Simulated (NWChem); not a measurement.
C$_{4}$H$_{12}$Ge; SMILES [C](C)(C)(C)[GeH3]

Results from NWChem. The geometry was optimised at PBE-D3(BJ)/def2-SVP. No frequency run checked for a minimum. Level B3LYP/def2-SVP: energy and gradient on several grids; changes count from the extra-fine grid, which is no exact limit either.

Q: Which is the coarsest grid (medium; coarse; xfine; fine; xcoarse) from which on the energy stays within 100 μHa and each gradient component within 200 μHa/bohr of xfine?

A: medium.
```tsv
grid	size of the energy change (μHa)	largest change of a gradient component (μHa/bohr)	time, medium = 1 (rough)
xcoarse	2000	10000	about 1
coarse	200	500	about 1
medium	30	80	about 1
fine	< 10	< 30	about 1
xfine	< 10	< 30	2
```
